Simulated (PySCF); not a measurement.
A PySCF script (with the pyscf-properties extension) for the NMR shieldings of Phenylvinylnitrile, C9H7N, on a GFN2-xTB geometry:

```python
import basis_set_exchange as bse
import numpy as np
from pyscf import gto, dft
from pyscf.prop import nmr

atoms = """
N     4.945596    0.348506    0.070918
C     3.836446    0.084117    0.205658
C     2.484785   -0.251004    0.379633
C     1.502331    0.426413   -0.234549
C     0.079827    0.168729   -0.128743
C    -0.456479   -0.856109    0.656074
C    -1.821614   -1.053982    0.717368
C    -2.681022   -0.238192   -0.001900
C    -2.165379    0.782155   -0.784631
C    -0.800837    0.984054   -0.846357
H     2.299623   -1.087224    1.039908
H     1.776585    1.252724   -0.880399
H     0.194711   -1.503641    1.223178
H    -2.220802   -1.849644    1.329351
H    -3.747678   -0.398052    0.048499
H    -2.830288    1.421050   -1.347031
H    -0.402801    1.782130   -1.456887
"""
names = dict.fromkeys(["N", "C", "H"], "pcSseg-1")
basis = {el: gto.basis.parse(bse.get_basis(n, elements=[el], fmt="nwchem")) for el, n in names.items()}
mol = gto.M(atom=atoms, basis=basis, charge=0, verbose=0)
mf = dft.RKS(mol, xc="PBE0")
mf.grids.level = 2
mf.grids.alignment = dft.numint.BLKSIZE   # the property module wants whole blocks of grid points
mf.conv_tol = 1e-9
mf.kernel()

calc = nmr.RKS(mf)   # GIAO
C = mf.mo_coeff
Co = C[:, mf.mo_occ > 0]
resp = mf.gen_response(singlet=True, hermi=2)
def vind(x):   # induced exchange potential for any number of trial vectors
    d = np.einsum("pi,xij,qj->xpq", C, 2 * x.reshape(-1, C.shape[1], Co.shape[1]), Co, optimize=True)
    return np.einsum("xpq,pi,qj->xij", resp(d - d.transpose(0, 2, 1)), C, Co, optimize=True).ravel()
mo1, _ = nmr.rhf.solve_mo1(calc, with_cphf=vind)
sigma = calc.kernel(mo1)
for i, s in enumerate(sigma):   # ppm
    print("%2d %-2s %9.2f" % (i, mol.atom_pure_symbol(i), np.trace(s) / 3))
```

Question: What are the results?

Answer: 
```
 0 N     -55.28
 1 C      63.16
 2 C      86.32
 3 C      27.84
 4 C      48.11
 5 C      57.92
 6 C      52.19
 7 C      49.25
 8 C      51.80
 9 C      48.71
10 H      25.63
11 H      24.26
12 H      23.63
13 H      23.97
14 H      23.99
15 H      23.97
16 H      24.21
```

These numbers come from an equivalent density-fitted implementation of the same equations, which agrees with the script to about 0.01 ppm for H and up to a few tenths of a ppm for heavy atoms, so last digits may differ.

Question: Turn these shieldings into chemical shifts. Shifts are taken against calculated references (same method and geometry level): NH3 for ¹⁵N (σ = 267.73 ppm); TMS for ¹³C (σ = 186.93 ppm), ¹H (σ = 31.72 ppm).

Answer: Averaging equivalent atoms: N 0: 323.0; C 3: 159.1; C 4: 138.8; C 7: 137.7; C 6/8: 134.9; C 5/9: 133.6; C 1: 123.8; C 2: 100.6; H 12/16: 7.79; H 13/15: 7.75; H 14: 7.73; H 11: 7.46; H 10: 6.09 ppm. Experimental scales use liquid or dissolved standards, which lie at an offset from isolated NH3 (liquid NH3: subtract about 20 ppm). Unscaled 15N shifts of sp2 nitrogen come out 20 to 40 ppm too high even then.

Size and cost of the density-fitted run: 205 basis functions, 33 s wall time on 1 thread of an x86-64 server CPU, shared host.
